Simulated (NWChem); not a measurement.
System: C$_{2}$H$_{6}$GeSi; SMILES C1=[CH][GeH2][SiH2]1

NWChem input:

```
start job
memory heap 200 mb stack 900 mb global 1100 mb
geometry units angstroms noautosym nocenter noautoz
  C      1.099200     1.407473     0.000000
  C      1.542780     0.129245     0.000000
  Ge    -0.097762    -0.988386     0.000000
  Si    -0.789024     1.316028     0.000000
  H      1.768971     2.269881     0.000000
  H      2.597749    -0.149629     0.000000
  H     -0.278986    -1.883227     1.255148
  H     -0.278986    -1.883227    -1.255148
  H     -1.465851     1.885737    -1.200748
  H     -1.465851     1.885737     1.200748
end
basis spherical
  * library pcsseg-1
end
dft
  xc pbe0
  iterations 150
end
property
  shielding 8 1 2 3 4 5 6 7 9
  efieldgrad
end
task dft property
```

Excerpt of the output:

```
             Northwest Computational Chemistry Package (NWChem) 7.3.0
             --------------------------------------------------------

                             Geometry "geometry" -> ""
                             -------------------------

 Output coordinates in angstroms (scale by  1.889725989 to convert to a.u.)

  No.       Tag          Charge          X              Y              Z
 ---- ---------------- ---------- -------------- -------------- --------------
    1 C                    6.0000     1.09920000     1.40747300     0.00000000
    2 C                    6.0000     1.54278000     0.12924500     0.00000000
    3 Ge                  32.0000    -0.09776200    -0.98838600     0.00000000
    4 Si                  14.0000    -0.78902400     1.31602800     0.00000000
    5 H                    1.0000     1.76897100     2.26988100     0.00000000
    6 H                    1.0000     2.59774900    -0.14962900     0.00000000
    7 H                    1.0000    -0.27898600    -1.88322700     1.25514800
    8 H                    1.0000    -0.27898600    -1.88322700    -1.25514800
    9 H                    1.0000    -1.46585100     1.88573700    -1.20074800
   10 H                    1.0000    -1.46585100     1.88573700     1.20074800

 Effective nuclear repulsion energy (a.u.)     322.1224800478

                              NWChem Property Module
                              ----------------------

  itol2e modified to match energy
  convergence criterion.

                                 NWChem DFT Module
                                 -----------------

 Summary of "ao basis" -> "ao basis" (spherical)
 ------------------------------------------------------------------------------
       Tag                 Description            Shells   Functions and Types
 ---------------- ------------------------------  ------  ---------------------
 C                          pcsseg-1                 7       17   3s3p1d
 Ge                         pcsseg-1                15       41   5s7p3d
 Si                         pcsseg-1                10       24   4s5p1d
 H                          pcsseg-1                 3        5   2s1p

  itol2e modified to match energy
  convergence criterion.

[...]

          -----------------------------------------
          Chemical Shielding Tensors (GIAO, in ppm)
          -----------------------------------------

                                NWChem CPHF Module
                                ------------------

  scftype          =     RHF
  nclosed          =       32
  nopen            =        0
  variables        =     3104
  # of vectors     =        3
  tolerance        = 0.10D-03
  level shift      = 0.00D+00
  max iterations   =       50
  max subspace     =       30

 SCF residual:    3.3310087617366700E-004

Iterative solution of linear equations
  No. of variables     3104
  No. of equations        3
  Maximum subspace       30
        Iterations       50
       Convergence  1.0D-04

   iter   nsub   residual    time
   ----  ------  --------  ---------
     1      3    7.06D-01     108.5
     2      6    5.78D-02     121.8
     3      9    3.93D-03     135.2
     4     12    1.60D-04     148.5
     5     15    1.33D-05     161.5

      Atom:    1  C
        Diamagnetic
    263.7533     -2.2359     -0.0000
     -2.2359    267.8948     -0.0000
     -0.0000     -0.0000    242.2772

        Paramagnetic
   -341.4502    -23.9783     -0.0000
    -23.9783   -274.4472      0.0000
     -0.0000      0.0000    -98.4209

        Total Shielding Tensor
    -77.6968    -26.2142     -0.0000
    -26.2142     -6.5524      0.0000
     -0.0000      0.0000    143.8563

           isotropic =      19.8690
          anisotropy =     185.9810

          Principal Components and Axis System
                 1           2           3
              143.8563    -86.3125      2.0632

      1        -0.0000      0.9500     -0.3122
      2         0.0000      0.3122      0.9500
      3         1.0000      0.0000     -0.0000

      Atom:    2  C
        Diamagnetic
    260.8014      2.8260     -0.0000
      2.8260    268.2978      0.0000
     -0.0000      0.0000    239.0196

        Paramagnetic
   -350.2193    -26.2875      0.0000
    -26.2875   -291.6112     -0.0000
      0.0000     -0.0000   -101.9458

        Total Shielding Tensor
    -89.4178    -23.4615      0.0000
    -23.4615    -23.3134     -0.0000
      0.0000     -0.0000    137.0738

           isotropic =       8.1142
          anisotropy =     193.4394

          Principal Components and Axis System
                 1           2           3
              137.0738    -96.8982    -15.8331

      1         0.0000      0.9527     -0.3038
      2        -0.0000      0.3038      0.9527
      3         1.0000     -0.0000      0.0000

      Atom:    3  Ge
        Diamagnetic
   2759.5764      2.7651     -0.0000
      2.7651   2759.1931     -0.0000
     -0.0000     -0.0000   2753.7014

        Paramagnetic
  -1122.3631      3.0009      0.0000
      3.0009  -1294.5562     -0.0000
      0.0000     -0.0000  -1321.6863

        Total Shielding Tensor
   1637.2134      5.7660      0.0000
      5.7660   1464.6369     -0.0000
      0.0000     -0.0000   1432.0151

           isotropic =    1511.2885
          anisotropy =     189.1760

          Principal Components and Axis System
                 1           2           3
             1637.4058   1464.4445   1432.0151

      1         0.9994     -0.0334     -0.0000
      2         0.0334      0.9994      0.0000
      3         0.0000     -0.0000      1.0000

      Atom:    4  Si
        Diamagnetic
    881.9601     -2.1439     -0.0000
     -2.1439    882.9043      0.0000
     -0.0000      0.0000    875.0999

[...]
```

Level: PBE0/pcSseg-1, GIAO. The geometry was optimised at B3LYP/6-31G* (spherical d). NWChem prints the field gradient with the sign opposite to the second derivative of the potential. The output numbers the shielded atoms by their place in the input's list. The printed shielding anisotropy is the first printed principal value minus the mean of the other two.
